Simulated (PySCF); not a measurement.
CH3NSe.
Numbering: `[NH2:1][CH:2]=[Se:3]` (hydrogens: H4, H5 on N1; H6 on C2)

Theory: PBE0-D3(BJ)/def2-SVP geometry optimisation, gas phase (PySCF).

Task: Give the optimised bond lengths and angles.

Result: 
```
        bond  length (Å)   order
       N1–C2       1.333  single
      C2=Se3       1.780  double
N1–H4, N1–H5       1.013  single
       C2–H6       1.100  single
```

Bonds in one row agree within 0.01 Å and their mean is given. Orders are formal, as drawn. A selection of angles:
```
    angle  degrees
 C2–N1–H4    121.8
 C2–N1–H5    119.3
 H4–N1–H5    118.9
N1–C2–Se3    126.1
 N1–C2–H6    113.2
Se3–C2–H6    120.7
```

N1 (nitrogen bonded to C and 2 H) is planar (angles 121.8°, 119.3° and 118.9°, sum 360.0°, 0.01 Å off the plane of its three neighbours).

Point group: Cs (tolerance 0.08 Å). No frequency check.

The run took 18 s wall on an Arm Neoverse N1 with one thread, no GPU (shared host), and the process peaked at 0.33 GiB of memory. That covers the optimisation of the geometry.

The values belong to the conformer `[NH2:1][CH:2]=[Se:3]`: H–N1–C2–Se3 179°, H–N1–C2–Se3 1°.
